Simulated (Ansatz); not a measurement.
CH3ClFY (`[CH3][Y]([F])[Cl]`). The species carries charge 0 and has multiplicity 1. Y takes the def2 core potential. Geometry: relaxed with PBE0-D4/def2-TZVP.

```xyz
7

C     1.037   -0.129   -0.345
Y    -1.108    0.447    0.362
F    -2.317    1.037   -1.094
Cl   -1.879   -0.597    2.462
H     1.126   -1.218   -0.470
H     1.331    0.316   -1.303
H     1.810    0.145    0.387
```

(1) What is the dipole moment at B3LYP/def2-TZVPP? (An estimate is asked.)

(2) And with PBE, r2SCAN, ωB97M-V? (Estimate.)

(3) Give the Mulliken charges with B3LYP, ωB97M-V, PBE in def2-TZVPP. (Estimate.)

Answers

(1) The calculation gave: 2.47 D, with components (1.29, 2.10, -0.06) D in this frame, pointing from negative to positive charge.

(2) Ansatz gave: PBE 2.40 D, r2SCAN 2.51 D, ωB97M-V 2.49 D.

(3) The calculation gave: 
```json
{"atom": "C1", "B3LYP": "-0.65", "ωB97M-V": "-0.69", "PBE": "-0.65"}
{"atom": "Y2", "B3LYP": "1.17", "ωB97M-V": "1.08", "PBE": "1.09"}
{"atom": "F3", "B3LYP": "-0.47", "ωB97M-V": "-0.46", "PBE": "-0.41"}
{"atom": "Cl4", "B3LYP": "-0.36", "ωB97M-V": "-0.32", "PBE": "-0.34"}
{"atom": "H5", "B3LYP": "0.11", "ωB97M-V": "0.14", "PBE": "0.11"}
{"atom": "H6", "B3LYP": "0.10", "ωB97M-V": "0.13", "PBE": "0.10"}
{"atom": "H7", "B3LYP": "0.10", "ωB97M-V": "0.12", "PBE": "0.10"}
```

B3LYP here is the variant with VWN-RPA as its local correlation; programs differ in this.
